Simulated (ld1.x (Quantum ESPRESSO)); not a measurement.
**Before and after: PAW potential for Cl**

| Item | Value |
| --- | --- |
| Element | Cl (Z = 17) |
| Generator | ld1.x (Quantum ESPRESSO) 7.5 |
| Type | PAW |
| Functional | PBE |
| Relativity | non-relativistic |
| Frozen core | [Ne] |
| Valence charge | 7 |
| Reference configuration | 3s2 3p5 |
| Partial waves | 3s (bound): rcut 0.95, rcutus 1.30 bohr; 3s channel at -0.45 Ry: rcut 0.95, rcutus 1.30 bohr; 3p (bound): rcut 1.35, rcutus 1.65 bohr; 3p channel at -0.3 Ry: rcut 1.35, rcutus 1.65 bohr; 3d channel at 0.3 Ry: rcut 1.45, rcutus 1.80 bohr; 3d channel at 1.65 Ry: rcut 1.45, rcutus 1.80 bohr |
| Local potential | all-electron potential smoothed inside 1.05 bohr (lloc = -1) |
| Core correction | Bessel-smoothed model core inside 1.00 bohr |
| Augmentation charge | PSQ, inside the norm-conserving radii |

Change: functional PBEsol; removed wave 3d channel at 1.65 Ry: rcut 1.45, rcutus 1.80 bohr.

Cutoffs: the cutoffs (Ry, on a coarse ladder) from which the occupation-weighted sum of valence levels, in a spherical-Bessel basis at the reference potential, stays within 10 and 1 mRy of its value at 400 Ry; they do not see the model core or the augmentation charge, which bear on the density cutoff. Errors are all-electron minus pseudo energies relative to the spin-unpolarised reference configuration.

Question: What does the change do?

Answer: The potential gets neither clearly harder nor softer (25 Ry and 40 Ry → 25 Ry and 40 Ry); the errors of the 7 common tests hardly move; the range in which the d phases agree narrows (upper end 4.6 → 3.3); neither file shows a bound ghost.

```tsv
quantity	base	changed
cutoff, loose	25 Ry	25 Ry
cutoff, tight	40 Ry	40 Ry
bound ghosts	none	none
error for 3s2 3p4, meV [ΔE 13.89 → 13.85 eV]	-0.6	-0.7
error for 3s2 3p3, meV [ΔE 39.35 → 39.26 eV]	-5.3	-5.7
error for 3s2 3p2, meV [ΔE 77.66 → 77.52 eV]	-23	-25
error for 3s2 3p4.5, meV [ΔE 5.59 → 5.57 eV]	-0.1	-0.1
error for 3s2 3p1, meV [ΔE 129.90 → 129.71 eV]	-73	-79
error for 3s2 3p5.3, meV [ΔE -2.14 → -2.13 eV]	0.0	0.0
error for 3s1 3p6, meV [ΔE 11.97 → 11.93 eV]	+0.2	+0.1
s: phases at 1.96 bohr within 0.05 rad from the reference energy up to (Ry; the scan ends near 5)	to the end of the scan	to the end of the scan
p: phases at 1.96 bohr within 0.05 rad from the reference energy up to (Ry; the scan ends near 5)	to the end of the scan	to the end of the scan
d: phases at 1.96 bohr within 0.05 rad from the reference energy up to (Ry; the scan ends near 5)	4.6	3.3
lowest overlap eigenvalue by channel	s 0.43, p 0.79, d 0.96	s 0.43, p 0.79, d 1.00
```
